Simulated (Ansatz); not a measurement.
`[SiH3]BS` + `[NH2][Al]([OH])[F]` → `[NH2][Al]([F])[O][SiH3]` + `BS`  (cleavage of the Si–B bond)

Program: Ansatz. Geometries: PBE0-D4/def2-TZVP. ΔE: electronic, gas phase. CCSD(T)/CBS is the MP2 limit (def2-TZVPP, def2-QZVPP) plus CCSD(T) − MP2 in def2-TZVPP, frozen cores. This one scheme is used for every species. DFT in def2-TZVPP. One conformer a species, not always the lowest.

`[SiH3]BS`:

Cartesian coordinates in Å:
```
Si 1.156 0.494 0.192
B -0.524 -0.565 -0.114
S -2.054 0.300 -0.246
H 0.909 1.960 0.279
H 2.117 0.245 -0.920
H 1.806 0.051 1.458
H -0.512 -1.754 -0.209
H -2.900 -0.730 -0.440
```

`[NH2][Al]([OH])[F]`:

Cartesian coordinates in Å:
```
N 0.058 1.133 0.447
Al -0.449 -0.477 -0.034
O 0.521 -1.592 -0.845
F -1.982 -0.946 0.327
H -0.537 1.784 0.931
H 0.965 1.536 0.285
H 1.425 -1.439 -1.110
```

`[NH2][Al]([F])[O][SiH3]`:

Cartesian coordinates in Å:
```
N -2.254 0.774 -0.610
Al -0.664 0.173 -1.025
F -0.295 -0.062 -2.611
O 0.475 -0.164 0.151
Si 1.767 -0.570 1.047
H -2.571 0.949 0.328
H -2.972 0.991 -1.280
H 1.653 0.043 2.397
H 1.841 -2.048 1.196
H 3.019 -0.087 0.407
```

`BS`:

Z-matrix (Å, degrees):
```
B
S 1 1.765
H 1 1.192 2 115.8
H 1 1.190 2 121.4 3 -180.0
H 2 1.344 1 99.2 3 180.0
```

```tsv
level	ΔE (kcal/mol)
B2PLYP	-31.2
MP2/CBS(def2)	-31.1
```

(1) What does CCSD(T)/CBS give? (An estimate is asked.)

Largest T1 diagnostic among the species: 0.015.

Results:

(1) Ansatz gave: -29.7 kcal/mol. The listed levels differ from it by -1.5, -1.4 kcal/mol.

Leaving LDA and LC-ωPBE aside and taking each functional with its dispersion term where it has one, the values, not all of them listed here, spread over 9.4 kcal/mol, from BHLYP-D4 to revPBE-D4. From r2SCAN to r2SCAN0 (25 % exact exchange), in def2-TZVPP and without D4, ΔE moves by −1.1 kcal/mol.

CCSD(T)/CBS has its own doubt, a few kJ/mol and more with outer-core shells, so smaller differences from it don't rank the levels.
